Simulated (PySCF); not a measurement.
# Shapes and spin states of MnSe₂⁺

Level of theory: B3LYP in PySCF with Mn def2-SVP, Se def2-SVP; no relativity; density-fitted integrals.

Relaxations began from a few typed shapes and spin states; open shells are unrestricted. The search is not exhaustive: other isomers or separated fragments can lie lower, and high-lying points may rest on an excited occupation.

(1) Which is the lowest minimum found?
A. singlet (closed shell, unstable to spin polarisation) C2v: Mn–Se 2.062 Å (×2); Se–Mn–Se 108.6°
B. broken-symmetry Ms = 1 (⟨S²⟩ 3.66) Cs: Mn–Se 2.347 Å, Mn–Se 2.487 Å, Se–Se 2.299 Å; Mn–Se–Se 58.6°, Mn–Se–Se 64.7°, Se–Mn–Se 56.7°
C. singlet (closed shell, unstable to spin polarisation) C2v: Mn–Se 2.226 Å (×2), Se–Se 2.340 Å; Mn–Se–Se 58.3° (×2), Se–Mn–Se 63.4°
D. broken-symmetry Ms = 1 (⟨S²⟩ 4.58) D∞h: Mn–Se 2.391 Å (×2); Se–Mn–Se 180.0°

Answers

(1) B. The others lie at 28.9 (broken-symmetry Ms = 1 D∞h), 224.1 (singlet C2v), 242.7 (singlet C2v) kJ/mol above it.

For the lowest minimum: the determinant is spin-contaminated (⟨S²⟩ = 3.66, pure value 2.00). Open d and f shells are described by one determinant, and the ground state may have another occupation or spin.

The electron or spin density has lower symmetry than the nuclear frame for the broken-symmetry Ms = 1 (⟨S²⟩ 4.58) D∞h at 28.9 kJ/mol.
